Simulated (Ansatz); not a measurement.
Consider the cleavage of the Si–P bond: `OC[SiH2]P` + H₂Te → `OC[SiH2][TeH]` + PH₃.

Calculated with Ansatz (gas phase, PBE0-D4/def2-TZVP geometries, no zero-point term in ΔE). CBS: MP2 limit from def2 TZ/QZ plus the TZ coupled-cluster correction, frozen cores. This one scheme is used for every species. Elements past krypton have def2 core potentials. For Te outer-core shells are correlated without core-valence functions, which leaves a few kJ/mol of doubt a bond. Each species was taken in one conformer, which may not be the lowest.

```json
{"species": "`OC[SiH2]P`", "MP2/def2-TZVPP energy (Eh)": "-747.23613"}
{"species": "H₂Te", "MP2/def2-TZVPP energy (Eh)": "-268.63117"}
{"species": "`OC[SiH2][TeH]`", "MP2/def2-TZVPP energy (Eh)": "-673.22927"}
{"species": "PH₃", "MP2/def2-TZVPP energy (Eh)": "-342.65419"}
```

**Question.** Work out ΔE.

**Answer.** ΔE = (-673.22927) + (-342.65419) − (-747.23613) − (-268.63117) = -0.01616 Eh = -42.4 kJ/mol. CCSD(T)/CBS gives -39.9 kJ/mol.

Largest T1 diagnostic among the species: 0.013.
